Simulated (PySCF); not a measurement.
BH3. Atoms are numbered in the order given.

```xyz
4

B      0.0000     0.0000     0.0000
H     -1.1935     0.0000     0.0000
H      0.5967    -1.0336     0.0000
H      0.5967     1.0336     0.0000
```

Coordinates come from a PBE0-D3(BJ)/def2-TZVPD optimisation. The isomer is the one that the SMILES or the coordinates give; other isomers of the formula were not compared.

The numbers are results of PBE0-D3(BJ)/def2-TZVPD (PySCF), not measurements.

Frequencies are harmonic and unscaled.

Modes within 1.5 cm⁻¹ of each other (mostly degenerate sets) share a row, with their intensities summed.

```json
[
 {"mode": "1", "ν (cm⁻¹)": "1147", "IR (km/mol)": "78.9", "Raman (Å⁴/amu)": "0.0", "depolarisation": "–", "moving atoms (share of kinetic energy)": "H 78 %, B 22 %"},
 {"mode": "2–3", "ν (cm⁻¹)": "1189", "IR (km/mol)": "24.3", "Raman (Å⁴/amu)": "0.7", "depolarisation": "0.75", "moving atoms (share of kinetic energy)": "H 90 %, B 10 %"},
 {"mode": "4", "ν (cm⁻¹)": "2555", "IR (km/mol)": "0.0", "Raman (Å⁴/amu)": "232.2", "depolarisation": "0.03", "moving atoms (share of kinetic energy)": "H 100 %"},
 {"mode": "5–6", "ν (cm⁻¹)": "2695", "IR (km/mol)": "247.0", "Raman (Å⁴/amu)": "70.2", "depolarisation": "0.75", "moving atoms (share of kinetic energy)": "H 88 %, B 12 %"}
]
```
